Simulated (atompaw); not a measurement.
## Which setting gave this result? (N, PAW (atompaw))

Base potential:

| Property | Result |
| --- | --- |
| Element | nitrogen |
| Generator | atompaw 4.2.0.5 |
| Type | PAW |
| Functional | PBE |
| Relativity | scalar-relativistic |
| Frozen core | [He] |
| Valence charge | 5 |
| Reference configuration | 2s2 2p3 |
| Partial waves | 2s (bound): rc 1.20 bohr; 2s channel at -0.25 Ry: rc 1.00 bohr; 2p (bound): rc 1.20 bohr; 2p channel at -0.1 Ry: rc 1.20 bohr |
| Local potential | troulliermartins scheme with l = 2 at 0.5 Ry, radius 1.20 bohr |
| Core correction | smooth core density matched at 0.80 bohr |
| Augmentation charge | besselshape compensation charge, radius 0.85 bohr; PAW radius 1.20 bohr; waves and projectors: custom rrkj gramschmidtortho |

Cutoffs, loose and tight: the cutoffs (Ry, on a coarse ladder) from which the occupation-weighted sum of valence levels, in a spherical-Bessel basis at the reference potential, stays within 10 and 1 mRy of its value at 400 Ry. They see the waves, projectors and local potential, not the compensation charge or the core.

Only the scale of all radii (base = 1) is moved (1 further runs of the sweep failed or gave no value and are left out):

```
scale of all radii (base = 1)  cutoff, loose  cutoff, tight  bound ghosts
                         0.82          70 Ry          80 Ry          none
                          0.9          55 Ry          70 Ry          none
                         0.97          45 Ry          60 Ry          none
                         1.12          35 Ry          45 Ry          none
                          1.2          35 Ry          40 Ry          none
                          1.3          30 Ry          35 Ry          none
```

Question: One more run gave cutoff, loose: 40 Ry; cutoff, tight: 50 Ry; bound ghosts: none. Which value of the scale of all radii (base = 1) was used?

Answer: 1.07. The tight cutoff moves one way along this sweep, from 80 Ry at 0.82 to 35 Ry at 1.3, which places the run between 0.97 and 1.12.
